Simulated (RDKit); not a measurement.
Input file for RDKit: UFF on PH3 (SMILES P).

```python
from rdkit import Chem
from rdkit.Chem import AllChem, rdDetermineBonds

blocks = [
'''4

P    -0.32522285   -0.08998074    4.27360715
H     0.84742164    0.27935837    3.56648297
H    -0.56262562   -1.22365779    3.45491181
H    -1.16045018    0.75117490    3.49496925
''',
]
mol = None
for b in blocks:
    f = Chem.MolFromXYZBlock(b)
    rdDetermineBonds.DetermineBonds(f, charge=0)
    mol = f if mol is None else Chem.CombineMols(mol, f)
Chem.SanitizeMol(mol)
print(Chem.MolToSmiles(Chem.RemoveHs(mol)))
ff = AllChem.UFFGetMoleculeForceField(mol, vdwThresh=100.0, ignoreInterfragInteractions=False)
e = ff.CalcEnergy()
print(f'UFF energy {e:.6f} kcal/mol')
```

Program output:

```
P
UFF energy 0.793938 kcal/mol
```

The run finished.

Cost: roughly 0.010 core-seconds.
